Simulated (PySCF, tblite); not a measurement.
C4H10NPSi2.
Numbering: `[CH2:1]=[CH:2][C:3]1=[CH:4][P:5]1[N:6]([SiH3:7])[SiH3:8]` (hydrogens: H9, H10 on C1; H11 on C2; H12 on C4; H13, H14, H15 on Si7; H16, H17, H18 on Si8)

The geometry is computed with GFN2-xTB (gas phase).

**Question.** What internal coordinates does the optimisation give?

**Answer.** 
```csv
bond,length (bohr)
C1=C2,2.513
C2–C3,2.697
C3=C4,2.498
C4–P5,3.456
P5–N6,3.300
"N6–Si7, N6–Si8",3.288
C3–P5,3.480
C1–H9,2.037
C1–H10,2.034
C2–H11,2.050
C4–H12,2.021
Si7–H13 and 3 like bonds,2.761
"Si7–H15, Si8–H18",2.777
```

Bonds in one row agree within 0.02 bohr and their mean is given. A selection of angles:
```csv
angle,degrees
C1–C2–C3,122.8
C2–C3–C4,145.7
C2–C3–P5,145.9
C4–C3–P5,68.4
C3–C4–P5,69.4
C4–P5–N6,102.9
C3–P5–C4,42.2
C3–P5–N6,103.0
P5–N6–Si7,118.1
Si7–N6–Si8,124.4
```

Dihedral angles: C1–C2–C3–C4 -175° (antiperiplanar); C2–C3–C4–P5 180° (antiperiplanar); C3–C4–P5–N6 -95° (anticlinal); C4–P5–N6–Si7 -55° (synclinal); C2–C3–P5–C4 180° (antiperiplanar). The mirror-image conformer, all signs reversed, is as good.

Of the pairs four or more bonds apart, Si8···H9 is among the closest relative to their van der Waals radii: 3.29 Å, 100 % of the sum of Bondi's values. P5 (three-coordinate phosphorus) is pyramidal (angles 103.0°, 102.9° and 42.2°, sum 248.1°, 1.07 Å off the plane of its three neighbours). Si7 (SiH3 silicon) is tetrahedral (angles from 106.4° to 112.4°). The 3-membered ring C3–C4–P5 has internal angles of 42.2° to 69.4°. The C–C distances run from 1.322 Å (C3=C4, drawn double) to 1.427 Å (C2–C3, drawn single), a spread of 0.105 Å. N6 (nitrogen bridging silicon atoms) is planar (angles 124.4°, 118.1° and 117.0°, sum 359.6°, 0.07 Å off the plane of its three neighbours).

Point group: C1 (no symmetry element, even within 0.4 Å). Its GFN2-xTB frequencies are all real (lowest 17 cm⁻¹). The numbers are those of one conformer. 3 starts were optimised and ended at 0.00, 0.64 and 0.93 kcal/mol (GFN2-xTB); the lowest of these is shown.
